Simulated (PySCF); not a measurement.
# Electron correlation in Xe(2+) (xenon, charge +2)

[Kr] 4d10 5s1 5p4 6s1, high-spin 5P determinant (an excited configuration). Calculation: PySCF 2.14, in aug-cc-pVQZ-PP with one added diffuse shell each of s, p, d, f, g type with ECP28MDF (8s8p6d4f3g, 117 functions); a scalar-relativistic core potential. Frozen: 4s2 4p6 4d10; 6 electrons correlated.

MP2 pair energies summed by pair of shells (mhartree):

```json
{"pair": "5p-5p", "energy": "-68.50", "share (%)": "63.5"}
{"pair": "5p-6s", "energy": "-28.91", "share (%)": "26.8"}
{"pair": "5s-5p", "energy": "-9.84", "share (%)": "9.1"}
{"pair": "5s-6s", "energy": "-0.55", "share (%)": "0.5"}
```

Total MP2 correlation energy: -107.80 mhartree.

Same-spin part -30.51 and opposite-spin part -77.29 mhartree; SCS-MP2 scales them by 1/3 and 6/5 to -102.92 mhartree.
